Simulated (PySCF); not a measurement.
# TePb: energy against distance

Set-up: basis Te def2-SVP with ECP28, Pb def2-SVP with ECP60; scalar-relativistic core potentials; PySCF 2.14. Energies in eV from Te + Pb in their ground configurations at the same level. State: triplet, unpaired electrons π ↑↑, a mixture of terms (⟨Lz²⟩ = 2.0), a second solution, started from another occupation.

| R (Å) | PBE0 |
| --- | --- |
| 2.247 | 1.011 |
| 2.352 | -0.288 |
| 2.456 | -1.149 |
| 2.535 | -1.583 |
| 2.613 | -1.880 |
| 2.691 | -2.069 |
| 2.796 | -2.196 |
| 2.927 | -2.211 |
| 3.083 | -2.094 |
| 3.292 | -1.812 |

Q: Put a parabola through the three lowest points of the PBE0 curve and estimate Re, k and ωe (reduced mass 79.96 u; 1 eV/Å² = 0.16022 mdyn/Å; ωe = 1302.8·√(k/μ) cm⁻¹).

A: Through R = 2.796, 2.927, 3.083 Å the second-order coefficient is 3.01 eV/Å², so Re ≈ 2.881 Å, k ≈ 0.965 mdyn/Å and ωe ≈ 143 cm⁻¹. A polynomial fit of higher order to the unrounded PBE0 energies gives Re = 2.874 Å, k = 1.17 mdyn/Å, ωe = 158 cm⁻¹; anharmonicity and rounding make the difference.

The higher-order fit for each curve: PBE0: Re = 2.874 Å, ωe = 158 cm⁻¹, minimum 2.22 eV below the ground-state fragments.

These are scalar-relativistic numbers at best; spin–orbit coupling would shift them, the dissociation energy most.
